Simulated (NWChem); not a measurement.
Species: C3H5Br; SMILES BrC1CC1

All runs: NWChem. Medium grid unless said otherwise, to which SCAN and Minnesota functionals are sensitive. All runs use the structure optimised with PBE0/def2-SVP. Hybrids' shares of exact exchange are those that their runs print; pure functionals count as 0. The functionals differ in more than this share.

```csv
row,share of exact exchange,highest occupied level (eV)
PBE/def2-SVP,0.00,-6.09
SCAN/def2-SVP,0.00,-6.44
B3LYP/def2-SVP,0.20,withheld
MPW1K/def2-SVP,0.43,-8.38
M05-2X/def2-SVP,0.56,-8.68
```

### Question
Fit a straight line of the last column on the one before it, predict the withheld value, and compare with the run.

### Answer

1. Means of the 4 shown rows: x = 0.247, y = -7.398. Slope Σ(x − x̄)(y − ȳ)/Σ(x − x̄)² = -1.141/0.2535 = -4.500; intercept -6.284.
2. The shown rows scatter about the line by 0.161 (root mean square); the largest residual is +0.19, at PBE/def2-SVP.
3. At x = 0.20 (B3LYP/def2-SVP; inside the shown range) the line gives -7.18.
4. The run gives -7.10, +0.08 from the line, 0.5 times the scatter.
